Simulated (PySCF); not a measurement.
CH₇FOSi₂. Atoms are numbered in the order given.

```xyz
12

C      1.8497     1.2329    -0.1706
Si     0.9919    -0.4146    -0.0946
F      0.9846    -0.9108     1.4576
O     -0.5731    -0.2902    -0.5961
Si    -2.0956     0.3010    -0.2826
H      1.8656     1.6170    -1.2034
H      1.3287     1.9699     0.4618
H      2.8903     1.1534     0.1827
H      1.6509    -1.4708    -0.8959
H     -2.8495    -0.6501     0.5799
H     -2.8059     0.4715    -1.5784
H     -2.0034     1.6214     0.4074
```
Charge 0, spin multiplicity 1.

Geometry optimised at B3LYP-D3(BJ)/def2-SVP. The structure was generated by enumeration; whether it is a known compound was not checked. The values are those of a single conformer.

Calculation: PySCF with PBE/pcSseg-1.

GIAO shieldings, no solvent; atoms alike by connectivity are averaged. δ = σ(ref) − σ: ¹³C against TMS (σ = 182.0 ppm); ²⁹Si against TMS (σ = 335.4 ppm); ¹⁹F against CFCl3 (σ = 133.6 ppm); ¹⁷O against H2O (σ = 334.3 ppm); ¹H against TMS (σ = 31.49 ppm), references at their B3LYP-D3(BJ)/def2-TZVP geometries, non-relativistic.

| atoms | nucleus | count | δ (ppm) |
|---|---|---|---|
| C1 | ¹³C | 1 | ? |
| Si2 | ²⁹Si | 1 | ? |
| Si5 | ²⁹Si | 1 | ? |
| F3 | ¹⁹F | 1 | -174.1 |
| O4 | ¹⁷O | 1 | 59.1 |
| H10, H11, H12 | ¹H | 3 | 5.52 |
| H9 | ¹H | 1 | ? |
| H6, H7, H8 | ¹H | 3 | 0.56 |

Q: What belongs in the gaps? (An estimate is asked for; the answer gives what the named calculation found.)

A: 
- C1, δ (ppm): 1.8
- Si2, δ (ppm): -7.3
- H9, δ (ppm): 5.46
- Si5, δ (ppm): -40.5
